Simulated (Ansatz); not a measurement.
Wavefunction ladder for `[OH][Mo]([OH])([OH])([F])=[S]`

Cartesian coordinates in Å:
```
O 0.993 1.486 -0.037
Mo 0.035 -0.104 -0.324
O -1.519 0.857 -0.613
O -0.914 -1.374 0.686
F 1.470 -0.796 0.729
S 0.480 -0.878 -2.210
H 1.831 1.395 0.428
H -1.991 1.342 0.073
H -0.385 -1.929 1.268
```

Total charge 0; spin multiplicity 1. Correlated methods include outer-core shells of Mo, which these sets cover unevenly. Mo: def2 effective core potential. Geometry: relaxed with PBE0-D4/def2-TZVP. It is one conformer, not always the lowest. Frozen core, restricted reference, Ansatz.

```tsv
basis	HF (Eh)	MP2 corr.	CCSD corr.	(T)	CCSD(T) total
def2-SVP	?	-1.35077	-1.29872	?	?
def2-TZVPP	-791.08417	-1.77899	?	-0.09759	?
def2-QZVPP	?	-1.92510	–	–	–
```

Task: Fill in the withheld values. (An estimate is asked.)

Result: Computed: def2-SVP HF (Eh): -790.49331; def2-SVP (T): -0.06281; def2-SVP CCSD(T) total: -791.85484; def2-TZVPP CCSD corr.: -1.71204; def2-TZVPP CCSD(T) total: -792.89380; def2-QZVPP HF (Eh): -791.11649.
